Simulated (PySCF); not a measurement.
## Partial charges of `Cc1ccc(C)[p-]1`

C6H8P (charge -1).
Atom-mapped SMILES: `[CH3:1][c:2]1[cH:3][cH:4][c:5]([CH3:6])[p-:7]1` (hydrogens: H8, H9, H10 on C1; H11 on C3; H12 on C4; H13, H14, H15 on C6)

Cartesian coordinates in Å at the PBE0-D3(BJ)/def2-SVP level; atoms count from 1:
```xyz
15
C6H8P angstrom
C     -2.7646    0.3640   -0.2043
C     -1.2804    0.1392   -0.1865
C     -0.6713   -1.1197   -0.1843
C      0.7412   -1.0614   -0.1944
C      1.2413    0.2443   -0.2024
C      2.7005    0.5980   -0.2037
P     -0.0710    1.4296   -0.1978
H     -3.0171    1.4112    0.0341
H     -3.2938   -0.2714    0.5321
H     -3.2251    0.1456   -1.1890
H     -1.2352   -2.0627   -0.1750
H      1.3813   -1.9543   -0.1881
H      3.2361    0.2129    0.6866
H      3.2376    0.1947   -1.0851
H      2.8473    1.6910   -0.2148
```

Density: PBE0/pcSseg-1 (PySCF); schemes: Mulliken, IAO, Hirshfeld and ESP-fitted. Geometry: PBE0-D3(BJ)/def2-SVP; no solvent, vibrations or thermal averaging. The pcSseg-1 basis has no diffuse functions, a weakness for an anion.

Question: Atoms with like bonding are taken together and averaged. Which atoms carry the lowest charge in the Mulliken, IAO, Hirshfeld and ESP-fitted schemes?

Answer: The schemes don't all agree: Mulliken C2/C5 (-0.545); IAO C1/C6 (-0.394); Hirshfeld P7 (-0.230); ESP-fitted P7 (-0.667).

Question: For which atoms does the sign change between the 4 schemes (beyond +0.03 e in one, beyond −0.03 e in another)?

Answer: C2/C5 and P7. Atomic charges aren't observables, and each scheme defines them in its own way.

Question: At which atom do the 4 schemes differ most?

Answer: At C2/C5: from -0.545 (Mulliken) to +0.318 e (ESP-fitted), 0.863 e apart.

Question: What partial charge does each atom carry?

Answer: In e; atoms taken as equivalent share a row and are averaged (×n: the atom named and its like, n in all):

| atom | environment | Mulliken | IAO | Hirshfeld | ESP-fitted |
| --- | --- | --- | --- | --- | --- |
| C1/C6 | benzylic-type carbon | -0.163 | -0.394 | -0.142 | -0.465 |
| C2/C5 | substituted aromatic carbon | -0.545 | -0.275 | -0.125 | +0.318 |
| C3/C4 | aromatic CH carbon | -0.096 | -0.249 | -0.151 | -0.476 |
| P7 | phosphorus bonded to 2 C | +0.130 | -0.019 | -0.230 | -0.667 |
| H8 (×6) | methyl hydrogen | +0.081 | +0.112 | +0.012 | +0.095 |
| H11/H12 | aromatic hydrogen | -0.003 | +0.091 | -0.003 | +0.172 |

Mean size of the charges over all atoms: ESP-fitted 0.273 e, IAO 0.181 e, Mulliken 0.149 e, Hirshfeld 0.076 e. Each set sums to the total charge, -1, to within 0.001 e. The Hirshfeld scheme divides the density at each point in proportion to the densities of the neutral, spherically averaged free atoms. The ESP scheme is a least-squares fit of atom-centred charges to the potential on four shells outside the van der Waals surface, with the total charge fixed.

Some averages cover members that differ in this geometry: H8 (×6), ESP-fitted +0.070 to +0.137 e.

Question: How many electrons does the ESP-fitted scheme count on C6?

Answer: Its own charge is -0.455 e, so Z − q = 6.455.

Question: Sum the charges by element, for elements with more than one atom.

Answer: 
```json
{"element": "C", "atoms": "6", "Mulliken": "-1.608", "IAO": "-1.838", "Hirshfeld": "-0.836", "ESP-fitted": "-1.246"}
{"element": "H", "atoms": "8", "Mulliken": "+0.478", "IAO": "+0.857", "Hirshfeld": "+0.066", "ESP-fitted": "+0.913"}
```
